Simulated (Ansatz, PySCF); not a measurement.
Species: BNH₂F₂ (charge 0, singlet). SMILES: NB(F)F
Coordinates optimised at B3LYP-D3(BJ)/def2-TZVP (Ansatz, a program for electronic structure):
```xyz
6

B      0.0183    -0.0197     0.0248
F      1.2393    -0.4934    -0.2319
F     -0.5103    -0.2912     1.2198
N     -0.6792     0.7310    -0.9204
H     -1.5987     1.0964    -0.7469
H     -0.2993     0.9462    -1.8251
```

Wanted: atomisation energy, in kcal/mol. Conventions: open shells spin-unrestricted; no dispersion term unless named; non-relativistic; spin-orbit terms left out; atomisation electronic, to ground-state atoms; valence correlation only. Basis-set limits of correlation are two-point, X^-3; Hartree-Fock from the larger set. The bracket is a focal-point correction in the basis named. First-principles rows: single points at B3LYP-D3(BJ) geometries (Ansatz).

| species | coefficient | E at HF/3-21G (Ansatz), Eh | E at M06-2X/def2-TZVPD (PySCF), Eh |
|---|---|---|---|
| NB(F)F | -1 | -277.86192 | -280.69626 |
| B atom | +1 | -24.38976 | -24.64988 |
| F atom | +2 | -98.84501 | -99.73422 |
| H atom | +2 | -0.49620 | -0.49815 |
| N atom | +1 | -54.10539 | -54.58717 |

Coupled cluster (Ansatz) is a level with limits of its own, used here on species with T1 under 0.025 (0.045 for open shells) and stable references: RI-MP2/CBS(aug-cc-pVTZ,aug-cc-pVQZ)+[CCSD(T)-MP2]/aug-cc-pVTZ. Value to compare with, RI-MP2/CBS(aug-cc-pVTZ,aug-cc-pVQZ)+[CCSD(T)-MP2]/aug-cc-pVTZ (Ansatz): 620.0 kcal/mol. 1 Eh = 627.5095 kcal/mol.

Task: Work the quantity out at each level, and compare with RI-MP2/CBS(aug-cc-pVTZ,aug-cc-pVQZ)+[CCSD(T)-MP2]/aug-cc-pVTZ (Ansatz).

Result: 
- HF/3-21G: the sum of coefficient times E is 0.68435 Eh, or 429.44 kcal/mol. Result: 429.4 kcal/mol. Its difference against RI-MP2/CBS(aug-cc-pVTZ,aug-cc-pVQZ)+[CCSD(T)-MP2]/aug-cc-pVTZ (Ansatz) is -190.6 kcal/mol.
- M06-2X/def2-TZVPD: the sum of coefficient times E is 0.99447 Eh, or 624.04 kcal/mol. Result: 624.0 kcal/mol. Its difference against RI-MP2/CBS(aug-cc-pVTZ,aug-cc-pVQZ)+[CCSD(T)-MP2]/aug-cc-pVTZ (Ansatz) is 4.0 kcal/mol.
